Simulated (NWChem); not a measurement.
System: CdHOF; SMILES [OH][Cd][F]

```xyz
4

Cd     0.0033     0.0097     0.0000
F     -0.0260     1.9340     0.0000
O     -0.0898    -1.9428     0.0000
H      0.7935    -2.3297     0.0000
```
Atoms are numbered in this order, from 1.

Results from NWChem. Geometry: optimised at PBE0/def2-SVP. def2 effective core potentials on Cd; no spin-orbit coupling.

For level B3LYP/def2-SVP:

highest occupied level (eV): -7.84
orbital gap (eV): 5.85

### Question
What are these values for level B97-D/def2-SVP?

### Answer
| Item | Value |
|---|---|
| highest occupied level (eV) | -6.46 |
| orbital gap (eV) | 3.96 |
